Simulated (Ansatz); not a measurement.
Nudged elastic band run: CH5BO2

input.yaml

```yaml
crystal:
  periodic: [false, false, false]
  atoms:
    - { symbol: C, position_ang: [0.493005, 0.507819, -0.856388] }
    - { symbol: B, position_ang: [-0.089628, -0.204838, 0.419378] }
    - { symbol: O, position_ang: [-1.395035, -0.564444, 0.554384] }
    - { symbol: O, position_ang: [0.7451, -0.506039, 1.439547] }
    - { symbol: H, position_ang: [0.985125, -0.238366, -1.491402] }
    - { symbol: H, position_ang: [-0.263225, 1.010657, -1.466289] }
    - { symbol: H, position_ang: [1.257791, 1.237622, -0.578483] }
    - { symbol: H, position_ang: [-1.941641, -0.328286, -0.188466] }
    - { symbol: H, position_ang: [0.296908, -0.960325, 2.150519] }
basis:
  gaussian: { orbitals: def2-SVP }
hamiltonian:
  xc: { name: BHLYP }
  dispersion: d4
neb:
  order_check: false
  images: 7
  f_tol: 0.05
  max_iterations: 60
  initial_path: linear
  final_atoms:
    - { symbol: C, position_ang: [0.62138756, 0.55765234, -0.92563749] }
    - { symbol: B, position_ang: [-0.13408014, -0.16882549, 0.23887739] }
    - { symbol: O, position_ang: [-1.34338085, -0.73327851, -0.02480268] }
    - { symbol: O, position_ang: [0.42996965, -0.19448361, 1.47586791] }
    - { symbol: H, position_ang: [0.50821916, 0.02119597, -1.8712551] }
    - { symbol: H, position_ang: [0.18337895, 1.55213209, -1.07212975] }
    - { symbol: H, position_ang: [1.6830778, 0.69184885, -0.70949132] }
    - { symbol: H, position_ang: [-1.78564846, -1.14552252, 0.7119892] }
    - { symbol: H, position_ang: [-0.07452368, -0.62691913, 2.15938183] }
```

Run as:

```bash
$ ansatz run input.yaml --threads 1 --pin off --max-ram 2048MiB --backend cpu --events-out ev --progress --plain --runs-dir out
```

Output, in part (warnings, iteration lines, the closing report on the highest movable image, with atoms numbered from 0):

```
NEB end point (image 0): max|allowed force component| = 9.382e-3 eV/Å (the criterion of neb.relax_end_points is 1.000e-2)
NEB end point (image 8): max|allowed force component| = 3.373e-3 eV/Å (the criterion of neb.relax_end_points is 1.000e-2)
NEB iter   1: max|band force component| = 1.575e2 eV/Å  barrier→ = 21.6766 eV  barrier← = 21.5477 eV  Δτ_max = 0.1991 Å  (210 SCF iters)
NEB iter   2: max|band force component| = 4.526e1 eV/Å  barrier→ = 5.4110 eV  barrier← = 5.2821 eV  Δτ_max = 0.1994 Å  (199 SCF iters)
NEB iter   3: max|band force component| = 2.631e1 eV/Å  barrier→ = 2.9065 eV  barrier← = 2.7776 eV  Δτ_max = 0.2000 Å  (187 SCF iters)
NEB iter   4: max|band force component| = 1.044e1 eV/Å  barrier→ = 1.1998 eV  barrier← = 1.0709 eV  Δτ_max = 0.1984 Å  (190 SCF iters)
NEB iter   5: max|band force component| = 3.744e0 eV/Å  barrier→ = 0.8346 eV  barrier← = 0.7057 eV  Δτ_max = 0.1984 Å  (186 SCF iters)
NEB iter   6: max|band force component| = 1.641e0 eV/Å  barrier→ = 0.8870 eV  barrier← = 0.7581 eV  Δτ_max = 0.1974 Å  (183 SCF iters)
NEB iter   7: max|band force component| = 2.316e0 eV/Å  barrier→ = 0.9334 eV  barrier← = 0.8045 eV  Δτ_max = 0.1023 Å  (188 SCF iters)
NEB iter   8: max|band force component| = 1.522e0 eV/Å  barrier→ = 0.6285 eV  barrier← = 0.4996 eV  Δτ_max = 0.0998 Å  (178 SCF iters)
NEB iter   9: max|band force component| = 7.650e-1 eV/Å  barrier→ = 0.5577 eV  barrier← = 0.4287 eV  Δτ_max = 0.2000 Å  (176 SCF iters)
NEB iter  10: max|band force component| = 9.746e-1 eV/Å  barrier→ = 0.4896 eV  barrier← = 0.3607 eV  Δτ_max = 0.0999 Å  (187 SCF iters)
NEB iter  11: max|band force component| = 5.491e-1 eV/Å  barrier→ = 0.4380 eV  barrier← = 0.3091 eV  Δτ_max = 0.0995 Å  (175 SCF iters)
NEB iter  12: max|band force component| = 4.667e-1 eV/Å  barrier→ = 0.4364 eV  barrier← = 0.3075 eV  CI = image 3  Δτ_max = 0.0502 Å  (177 SCF iters)
NEB iter  13: max|band force component| = 3.204e-1 eV/Å  barrier→ = 0.4263 eV  barrier← = 0.2973 eV  CI = image 3  Δτ_max = 0.1005 Å  (167 SCF iters)
NEB iter  14: max|band force component| = 1.268e-1 eV/Å  barrier→ = 0.4198 eV  barrier← = 0.2909 eV  CI = image 3  Δτ_max = 0.1007 Å  (170 SCF iters)
NEB iter  15: max|band force component| = 1.543e-1 eV/Å  barrier→ = 0.4175 eV  barrier← = 0.2886 eV  CI = image 3  Δτ_max = 0.0493 Å  (167 SCF iters)
NEB iter  16: max|band force component| = 1.410e-1 eV/Å  barrier→ = 0.4149 eV  barrier← = 0.2860 eV  CI = image 3  Δτ_max = 0.0508 Å  (163 SCF iters)
NEB iter  17: max|band force component| = 1.020e-1 eV/Å  barrier→ = 0.4127 eV  barrier← = 0.2838 eV  CI = image 3  Δτ_max = 0.0508 Å  (153 SCF iters)
NEB iter  18: max|band force component| = 6.493e-2 eV/Å  barrier→ = 0.4108 eV  barrier← = 0.2819 eV  CI = image 3  Δτ_max = 0.0486 Å  (146 SCF iters)
NEB iter  19: max|band force component| = 6.703e-2 eV/Å  barrier→ = 0.4095 eV  barrier← = 0.2806 eV  CI = image 3  Δτ_max = 0.0243 Å  (156 SCF iters)
NEB iter  20: max|band force component| = 9.539e-2 eV/Å  barrier→ = 0.4088 eV  barrier← = 0.2799 eV  CI = image 3  Δτ_max = 0.0122 Å  (167 SCF iters)
NEB iter  21: max|band force component| = 6.457e-2 eV/Å  barrier→ = 0.4085 eV  barrier← = 0.2795 eV  CI = image 3  Δτ_max = 0.0122 Å  (165 SCF iters)
NEB iter  22: max|band force component| = 5.246e-2 eV/Å  barrier→ = 0.4081 eV  barrier← = 0.2792 eV  CI = image 3  Δτ_max = 0.0121 Å  (166 SCF iters)
NEB iter  23: max|band force component| = 3.432e-2 eV/Å  barrier→ = 0.4079 eV  barrier← = 0.2789 eV  CI = image 3  Δτ_max = 0.0121 Å  (164 SCF iters)
NEB iter  24: max|band force component| = 3.432e-2 eV/Å  barrier→ = 0.4076 eV  barrier← = 0.2787 eV  CI = image 3  Δτ_max = 0.0000 Å  (196 SCF iters)
Total energy: -5884.48211637 eV, -216.2507291313 hartree
Atom 0 at     0.593471     0.574602    -0.863333 Å, force     0.015752    -0.015066     0.003339 eV/Å
Atom 1 at    -0.082820    -0.220364     0.306445 Å, force     0.014494     0.003701     0.005833 eV/Å
Atom 2 at    -1.163299    -1.046511     0.083446 Å, force    -0.003016    -0.004914     0.000511 eV/Å
Atom 3 at     0.458037    -0.151357     1.544403 Å, force    -0.022301    -0.006502    -0.009674 eV/Å
Atom 4 at     1.109862    -0.144438    -1.511730 Å, force    -0.009462     0.005926    -0.002103 eV/Å
Atom 5 at    -0.146470     1.076428    -1.493768 Å, force    -0.004109     0.008619    -0.000922 eV/Å
Atom 6 at     1.328965     1.301867    -0.514803 Å, force    -0.000929     0.001733    -0.001809 eV/Å
Atom 7 at    -2.030092    -0.701085     0.270559 Å, force     0.001889     0.000045    -0.001079 eV/Å
Atom 8 at     0.020747    -0.735342     2.161581 Å, force     0.007681     0.006458     0.005903 eV/Å
Dipole moment:    -0.376758     0.019590     0.171849 e Å
```

It converged. The band force fell under the threshold earlier too, but the program's further tests of the path sent the band on. Another band between the same ends (7 images) ends at a top of the same energy, where a vibrational analysis finds 1 clearly imaginary mode.

Final band:

```json
{"image": "0", "path coordinate (Å)": "0.00", "energy (kJ/mol)": "0.0"}
{"image": "1", "path coordinate (Å)": "0.37", "energy (kJ/mol)": "5.8"}
{"image": "2", "path coordinate (Å)": "0.73", "energy (kJ/mol)": "27.0"}
{"image": "3", "path coordinate (Å)": "1.10", "energy (kJ/mol)": "39.3"}
{"image": "4", "path coordinate (Å)": "1.51", "energy (kJ/mol)": "26.0"}
{"image": "5", "path coordinate (Å)": "1.92", "energy (kJ/mol)": "12.8"}
{"image": "6", "path coordinate (Å)": "2.32", "energy (kJ/mol)": "12.5"}
{"image": "7", "path coordinate (Å)": "2.72", "energy (kJ/mol)": "12.5"}
{"image": "8", "path coordinate (Å)": "3.12", "energy (kJ/mol)": "12.4"}
```

The run took 5.5 min on 1 thread of Arm Neoverse V2 (shared host), peak memory 0.15 GiB.
